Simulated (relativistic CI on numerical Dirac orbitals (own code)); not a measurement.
Os7+: 5p photoemission

Computed with this model: Dirac-Coulomb-Breit CI, separate exchange-only KLI orbitals for each configuration, QED by a radiative potential, valence Slater integrals scaled by 0.7, multiplet model of photoemission in the sudden approximation; configurations [Xe] 4f14 5d → [Kr] 4d10 4f14 5s2 5p5 5d; 300 K; Lorentzian 1.5 eV and Gaussian 0.6 eV FWHM. Energies are those of the free ion, without screening or charge transfer. The energies are binding energies and can lie tens of eV above those of solids. S is read from ⟨S²⟩ = S(S + 1).

free ion: ground-state S = 0.50, centroid 153.95 eV. Peaks (eV, height): 149.0 (100), 155.4 (9), 162.4 (41), 168.0 (22).

Strongest unbroadened transitions for free ion:

| Energy (eV) | Relative strength |
| --- | --- |
| 147.04 | 14.5 |
| 147.87 | 37.6 |
| 148.97 | 100.0 |
| 149.18 | 63.6 |
| 150.45 | 8.8 |
| 151.76 | 1.1 |
| 155.47 | 12.1 |
| 162.39 | 72.3 |
| 164.27 | 0.2 |
| 164.83 | 0.4 |
| 168.10 | 37.3 |
